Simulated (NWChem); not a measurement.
Species: CH₈OSi₂; SMILES [SiH3]CO[SiH3]

```xyz
12

Si     0.1411    -2.1941     0.0026
C     -0.6560    -0.4624    -0.0046
O      0.3891     0.5190    -0.0105
Si     0.0415     2.1477     0.0033
H     -0.9379    -3.2230    -0.0037
H      0.9897    -2.3708    -1.2042
H      0.9726    -2.3685     1.2216
H     -1.3038    -0.3477    -0.8881
H     -1.3013    -0.3404     0.8798
H     -0.7407     2.5230     1.2172
H      1.3429     2.8565     0.0004
H     -0.7559     2.5422    -1.1945
```
Atoms are numbered in this order, from 1.

Results from NWChem. The geometry was optimised at B3LYP/6-31G* (spherical d). B3LYP is NWChem's, with the RPA form of VWN correlation.

Q: Estimate the computed values for B3LYP/pcseg-1. Quantities: highest occupied level (eV); orbital gap (eV); dipole (D).

A: 
```json
{
  "highest occupied level (eV)": "-8.00",
  "orbital gap (eV)": "7.99",
  "dipole (D)": "1.32"
}
```
